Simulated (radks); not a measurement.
Values are calculated unless marked as measured or tabulated.
The nuclear charge of the neon ion Ne+ is varied continuously with 9 electrons held in [He] 2s2 2p5. Code: a radial shooting solver on a logarithmic mesh with Libxc functionals. Model: Dirac Kohn-Sham, PBE, spin-unpolarised, spherical densities, finite nucleus; open shells fill j = l - 1/2 first; Fermi nuclear charge, rms radius 3.0055 fm. By the Hellmann-Feynman theorem dE/dZ = E(electron-nucleus)/Z, the electronic potential at the nucleus (averaged over a nucleus of fixed radius).

| Z | E (hartree) | E(electron-nucleus)/Z (hartree) | HOMO | e(HOMO) (eV) | <r> HOMO (bohr) |
|---|---|---|---|---|---|
| 9.5 | -113.49214 | -28.4445 | 2p3/2 | -20.722 | 0.9806 |
| 9.6 | -116.35558 | -28.8243 | 2p3/2 | -22.876 | 0.9594 |
| 9.7 | -119.25699 | -29.2040 | 2p3/2 | -25.104 | 0.9392 |
| 9.8 | -122.19636 | -29.5835 | 2p3/2 | -27.406 | 0.9200 |
| 9.9 | -125.17369 | -29.9630 | 2p3/2 | -29.781 | 0.9017 |
| 10 | -128.18895 | -30.3423 | 2p3/2 | -32.228 | 0.8842 |
| 10.1 | -131.24215 | -30.7216 | 2p3/2 | -34.748 | 0.8674 |
| 10.2 | -134.33328 | -31.1009 | 2p3/2 | -37.340 | 0.8513 |
| 10.3 | -137.46233 | -31.4801 | 2p3/2 | -40.004 | 0.8358 |
| 10.4 | -140.62929 | -31.8592 | 2p3/2 | -42.739 | 0.8210 |
| 10.5 | -143.83416 | -32.2383 | 2p3/2 | -45.545 | 0.8067 |

The central difference of E at Z = 10 is -30.342 hartree, to compare with the third column; the second derivative is -3.79 hartree.
